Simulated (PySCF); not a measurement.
**Electron correlation in Cd (cadmium, neutral)**

Starting occupation: [Kr] 4d10 5s2. Computed with PySCF 2.14 in x2c-SVPall-2c, with X2C-1e with screened-nucleus spin-orbit coupling, Gaussian nucleus. Frozen: [Ar] 3d10; 20 electrons correlated; the 6 highest virtual spinors left out.

MP2 pair energies summed by pair of shells (mhartree):

```json
{"pair": "4d3/2-4d5/2", "energy": "-132.50", "share (%)": "26.1"}
{"pair": "4d5/2-4d5/2", "energy": "-95.11", "share (%)": "18.8"}
{"pair": "4d5/2-4p3/2", "energy": "-42.92", "share (%)": "8.5"}
{"pair": "4d3/2-4d3/2", "energy": "-41.77", "share (%)": "8.2"}
{"pair": "4d3/2-4p3/2", "energy": "-29.57", "share (%)": "5.8"}
{"pair": "4d5/2-5s1/2", "energy": "-26.79", "share (%)": "5.3"}
{"pair": "4d5/2-4p1/2", "energy": "-21.78", "share (%)": "4.3"}
{"pair": "5s1/2-5s1/2", "energy": "-19.68", "share (%)": "3.9"}
{"pair": "4d3/2-5s1/2", "energy": "-17.79", "share (%)": "3.5"}
{"pair": "4p3/2-4p3/2", "energy": "-16.64", "share (%)": "3.3"}
{"pair": "4p1/2-4p3/2", "energy": "-15.67", "share (%)": "3.1"}
{"pair": "4d3/2-4p1/2", "energy": "-13.91", "share (%)": "2.7"}
{"pair": "4d5/2-4s1/2", "energy": "-7.50", "share (%)": "1.5"}
{"pair": "4p3/2-4s1/2", "energy": "-5.98", "share (%)": "1.2"}
{"pair": "4d3/2-4s1/2", "energy": "-5.01", "share (%)": "1.0"}
{"pair": "4p1/2-4p1/2", "energy": "-4.33", "share (%)": "0.9"}
{"pair": "4p1/2-4s1/2", "energy": "-3.00", "share (%)": "0.6"}
{"pair": "4p3/2-5s1/2", "energy": "-2.99", "share (%)": "0.6"}
{"pair": "4s1/2-4s1/2", "energy": "-2.36", "share (%)": "0.5"}
{"pair": "4p1/2-5s1/2", "energy": "-1.37", "share (%)": "0.3"}
{"pair": "4s1/2-5s1/2", "energy": "-0.33", "share (%)": "0.1"}
```

Total MP2 correlation energy: -506.99 mhartree.

This basis was not built for core-valence correlation, so the inner-shell part is incomplete.
